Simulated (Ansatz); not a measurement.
C2H9NOSi (SMILES C[Si@H](O)CN) moved off its minimum; all values from Ansatz (a first-principles code), cores frozen in correlated methods.
(charge 0, multiplicity 1)
```xyz
14

C      2.08533    -0.41280     0.48597
Si     0.42842     0.35654     0.07234
O     -0.21706     1.06719     1.37607
C     -0.69023    -0.90627    -0.80084
N     -2.04920    -0.48317    -1.03802
H      2.74283     0.45391     1.01401
H      1.99610    -1.20222     1.13119
H      2.68132    -0.74387    -0.45631
H      0.56569     1.44940    -0.97990
H     -0.22852     0.58954     2.07692
H     -0.27130    -1.36800    -1.75198
H     -0.90415    -1.75590    -0.03372
H     -1.95057     0.37767    -1.87944
H     -2.47404     0.10565    -0.28828
```

Question: Give the forces (eV/Å), the total energy and the dipole at CCSD(T)/aug-cc-pV(T+d)Z.

Answer: 
| atom | Fx | Fy | Fz |
|---|---|---|---|
| C1 | 2.486 | 3.705 | -1.959 |
| Si2 | 0.907 | -0.075 | -2.685 |
| O3 | -0.447 | 4.889 | -6.358 |
| C4 | 0.307 | -2.070 | 1.966 |
| N5 | -1.451 | 4.642 | -3.864 |
| H6 | -1.338 | -2.013 | -1.109 |
| H7 | -0.077 | -2.167 | 1.769 |
| H8 | -1.058 | 0.528 | 1.516 |
| H9 | 0.043 | -0.246 | 0.594 |
| H10 | -0.274 | -4.677 | 7.522 |
| H11 | -0.343 | 0.510 | 1.233 |
| H12 | 1.046 | 0.679 | -1.149 |
| H13 | -0.590 | -2.976 | 2.782 |
| H14 | 0.789 | -0.731 | -0.258 |
Energy -500.3563 hartree, dipole 1.78 D.
